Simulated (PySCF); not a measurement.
H4P2, charge +1, multiplicity 2. Atoms are numbered in the order given.

```xyz
6

P     -1.0571     0.1219     0.0000
P      1.0571    -0.1219     0.0000
H     -1.4674    -0.6584     1.1034
H     -1.4674    -0.6584    -1.1034
H      1.4674     0.6584     1.1034
H      1.4674     0.6584    -1.1034
```
Charge +1, spin multiplicity 2.

Coordinates come from a PBE0-D3(BJ)/def2-TZVP optimisation. The spin state was assumed, not searched.

Method: SMD-PBE0/def2-SVP run with PySCF.

Solvation free energies are E(SMD) − E(gas) at the gas-phase geometry, for 1 M in both phases.

Problem. Rank water, diethylether, cyclohexanone by solvation free energy, most negative first.

Solution. water (-64.2 kcal/mol), cyclohexanone (-61.7 kcal/mol), diethylether (-51.0 kcal/mol)
